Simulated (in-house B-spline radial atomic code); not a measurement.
# How G0W0 and RPA depend on the start: Ar XII (Ar11+)

Configuration [He] 2s2 2p3, highest spin. Computed with an all-electron radial atomic-structure program (B-spline basis): all electrons, non-relativistic, point nucleus, each spin shell either full or empty, empty states to l = 9 with an (l + 1/2)⁻⁴ tail; G0W0 by contour deformation at full frequency.

| start | mean-field 2p up (eV) | G0W0 (eV) | QP weight | RPA correlation (Eh) |
| --- | --- | --- | --- | --- |
| Hartree-Fock | -621.65 | ? | ? | ? |
| PBE | -587.93 | ? | ? | ? |
| LC-wPBE | -593.86 | -619.76 | 0.981 | -0.4013 |
| r2SCAN0 | -599.52 | -619.90 | 0.984 | -0.39353 |
| SCAN | -592.15 | -619.59 | 0.979 | -0.40652 |

Problem. What G0W0 level, weight and RPA correlation energy follow from the PBE start?

Solution. G0W0 level -619.44 eV, weight 0.976, RPA correlation -0.41474 hartree.

Problem. What G0W0 level, weight and RPA correlation energy follow from the Hartree-Fock start?

Solution. G0W0 level -620.43 eV, weight 0.990, RPA correlation -0.36512 hartree.

Problem. How much of the dependence on the start does G0W0 remove?

Solution. The mean-field levels span 33.7 eV and the G0W0 levels 0.995 eV. Against 619 ± 0.4 eV (NIST, semi-empirical) the G0W0 removal energies are off by +0.44 to +1.43 eV, with relativity, Breit and QED terms left out.
